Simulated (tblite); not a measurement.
Compound: CH8BrFSi3.
Atom-mapped SMILES: `[F:1][Si@@H:2]([SiH3:3])[SiH2:4][CH2:5][Br:6]` (hydrogens: H7 on Si2; H8, H9, H10 on Si3; H11, H12 on Si4; H13, H14 on C5)

Computed with GFN2-xTB (tblite), gas phase: L-BFGS steps from a force-field or distance-geometry start until the largest atomic force falls under 0.01 eV/Å.

Step 84: E = -551.3991 eV
```
atom  x, y, z in Å  |  force x, y, z in eV/Å
F1      1.1586   -0.4965   -2.4506   -0.011   0.000   0.027
Si2     0.8682   -0.7679   -0.8687   -0.058   0.018   0.006
Si3     2.2723    0.6329    0.3421   -0.005   0.015   0.027
Si4    -1.4449   -0.6005   -0.7061   -0.005   0.008  -0.005
C5     -1.9079    0.5187    0.7815    0.049  -0.016   0.014
Br6    -1.0843   -0.2209    2.3954   -0.009   0.019   0.003
H7      1.2320   -2.1864   -0.7988    0.034  -0.043   0.011
H8      1.6163    1.9309    0.5744    0.041  -0.046  -0.009
H9      2.5849    0.0500    1.6508   -0.009   0.037  -0.086
H10     3.5260    0.9023   -0.3716   -0.033   0.007   0.051
H11    -2.1374   -1.8633   -0.4091    0.018   0.000  -0.025
H12    -2.1601    0.0167   -1.8316   -0.021   0.003  -0.025
H13    -1.5482    1.5408    0.6968    0.013  -0.004   0.015
H14    -2.9762    0.5429    0.9735   -0.003   0.001  -0.004
```

Step 85: E = -551.3998 eV
```
atom  x, y, z in Å  |  force x, y, z in eV/Å
F1      1.1599   -0.5018   -2.4501   -0.010  -0.004   0.025
Si2     0.8680   -0.7691   -0.8679   -0.064   0.028   0.004
Si3     2.2710    0.6348    0.3390   -0.007  -0.004   0.020
Si4    -1.4449   -0.5971   -0.7083    0.010   0.001   0.010
C5     -1.9074    0.5155    0.7840    0.034  -0.013   0.029
Br6    -1.0823   -0.2278    2.3960   -0.012   0.017  -0.003
H7      1.2300   -2.1871   -0.7911    0.037  -0.052   0.008
H8      1.6186    1.9338    0.5619    0.023  -0.015  -0.003
H9      2.5790    0.0591    1.6504   -0.006   0.024  -0.059
H10     3.5279    0.8977   -0.3681   -0.010   0.012   0.032
H11    -2.1384   -1.8602   -0.4176    0.012  -0.007  -0.023
H12    -2.1570    0.0244   -1.8318   -0.032   0.014  -0.039
H13    -1.5495    1.5385    0.7044    0.020   0.003   0.007
H14    -2.9758    0.5390    0.9771    0.004  -0.005  -0.007
```

Task: Estimate the geometry and energy of step 86. (The exact step hangs on the optimiser's Hessian estimate; all steps are aligned on step 85, rigid shifts and turns removed.)

Result: E = -551.4013 eV, largest force 0.058 eV/Å
```
atom  x, y, z in Å  |  force x, y, z in eV/Å
F1      1.1684   -0.5351   -2.4470   -0.014  -0.012   0.041
Si2     0.8663   -0.7738   -0.8614   -0.050   0.020  -0.015
Si3     2.2680    0.6474    0.3248    0.005  -0.013   0.027
Si4    -1.4449   -0.5807   -0.7177    0.009  -0.017   0.028
C5     -1.9048    0.4984    0.8003    0.008   0.004   0.039
Br6    -1.0796   -0.2757    2.3985   -0.015   0.014  -0.018
H7      1.2224   -2.1922   -0.7544    0.031  -0.035   0.003
H8      1.6318    1.9614    0.4935    0.011   0.004   0.000
H9      2.5460    0.1127    1.6592   -0.009   0.015  -0.046
H10     3.5431    0.8694   -0.3615    0.001   0.017   0.015
H11    -2.1519   -1.8443   -0.4625    0.010  -0.003  -0.021
H12    -2.1419    0.0704   -1.8331   -0.036   0.026  -0.037
H13    -1.5499    1.5243    0.7446    0.028  -0.006  -0.005
H14    -2.9738    0.5175    0.9946    0.020  -0.013  -0.012
```

The energy changes by -0.0015 eV. The first-order estimate −F·Δx gives -0.0019 eV and the mean of the old and new forces, exact on a quadratic surface, -0.0015 eV. The step makes an angle of 85° with the force vector and moves no atom by more than 0.075 Å.

What follows is the cost of the whole relaxation. Time: 1.7 s wall. Hardware: one thread of an Arm Neoverse N1, shared host with 64 logical CPUs at a one-minute load of 61.
